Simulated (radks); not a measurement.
Charge is removed step by step from the 1s level of the beryllium ion Be+, starting from [He] 2s1. Calculated with a radial shooting solver on a logarithmic mesh with Libxc functionals: non-relativistic Kohn-Sham, PBE, spin-unpolarised, spherical densities, point nucleus; without spin polarisation the odd electron is poorly described.

| removed (e) | E - E(0) (eV) | eigenvalue (eV) | E minus straight line (eV) |
|---|---|---|---|
| 0 | 0.000 | -117.77 | 0.000 |
| 0.125 | 15.090 | -123.68 | -2.685 |
| 0.25 | 30.925 | -129.70 | -4.625 |
| 0.375 | 47.518 | -135.81 | -5.807 |
| 0.5 | 64.880 | -142.00 | -6.220 |
| 0.625 | 83.021 | -148.27 | -5.854 |
| 0.75 | 101.95 | -154.60 | -4.700 |
| 0.875 | 121.67 | -160.99 | -2.751 |
| 1 | 142.20 | -167.43 | 0.000 |

Removing the whole electron costs 142.20 eV by Delta-SCF, against 117.77 eV from minus the eigenvalue at the starting occupation. Slater's transition state (half an electron removed) gives 142.00 eV. Integrating minus the eigenvalue over the occupation (Janak's theorem) gives 142.20 eV. The mean slope of the eigenvalue, de/dn, is 49.7 eV per electron.
